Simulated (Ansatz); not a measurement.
Conformers and stereoisomers of `FC(Cl)=C(Cl)I`, each relaxed with PBE0-D4/def2-TZVP in Ansatz. CBS adds the triple-zeta coupled-cluster correction to the MP2 limit.

Elements past krypton have def2 core potentials. Outer-core shells of I are correlated without core-valence functions. Spin–orbit coupling is left out.

Not all of them had a frequency check.

Conformer A:

Z-matrix (Å, degrees):
```
C
Cl 1 1.695
C 1 1.332 2 125.3
F 1 1.320 2 113.1 3 -180.0
Cl 3 1.701 1 121.9 2 0.0
I 3 2.070 1 120.3 2 -180.0
```

Conformer B:

Z-matrix (Å, degrees):
```
C
Cl 1 1.694
C 1 1.333 2 125.9
F 1 1.320 2 112.9 3 180.0
Cl 3 1.707 1 119.6 2 180.0
I 3 2.064 1 122.9 2 -0.0
```

(1) Which is lowest in electronic energy at CCSD(T)/CBS (frozen core, def2 sets), and by how much? (An estimate is asked.)

(2) Give the energies relative to A (kJ/mol) with PBE0-D4/def2-TZVPP, ωB97X-V/def2-TZVPP, B3LYP/def2-TZVPP, MP2/def2-TZVPP, CCSD(T)/def2-TZVPP, MP2/def2-QZVPP, HF/CBS(def2). (Estimate.)

## Answers

(1) The calculation gave: A; B lies 1.6 kJ/mol higher. Gaps under about 2 kJ/mol don't settle the order.

(2) Computed: 
```tsv
level	B
PBE0-D4/def2-TZVPP	2.7
ωB97X-V/def2-TZVPP	2.5
B3LYP/def2-TZVPP	3.5
MP2/def2-TZVPP	2.5
CCSD(T)/def2-TZVPP	2.6
MP2/def2-QZVPP	1.8
HF/CBS(def2)	3.5
```

B3LYP here is the variant with VWN-RPA as its local correlation; programs differ in this.
